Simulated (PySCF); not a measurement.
Job for PySCF: R-BP86/6-31G* on H5NOSe (a complex), monomers drawn apart or pushed together.

```python
from pyscf import gto, scf, dft, mp
from pyscf.data.elements import chemcore

mol = gto.M(
    atom='''
    N    -1.07292101    0.40476374    0.50212133
    Se    0.39155693   -0.45012421   -0.29184315
    H    -1.14490648    1.36278812    0.18172996
    H    -1.93319109   -0.08622279    0.29239135
    H    -0.03128953   -0.39510186   -1.71329138
    O    -0.18296316    0.33389439    3.13901856
    H    -0.55823648    0.35924883    2.24104202
    H    -0.28216241   -0.57698091    3.43135575
    ''',
    basis='6-31g*',
    cart=True,
    charge=0, spin=0, verbose=3, max_memory=1800)
mf = dft.RKS(mol, xc='b88,p86')
mf.conv_tol = 1e-8
mf.max_cycle = 100
mf.kernel()
if not mf.converged:
    mf = mf.newton().run(mf.mo_coeff, mf.mo_occ)
```

Program output:

```
converged SCF energy = -2534.48379674154
```

The run converged.

Cost: around 11 core-seconds (rough).
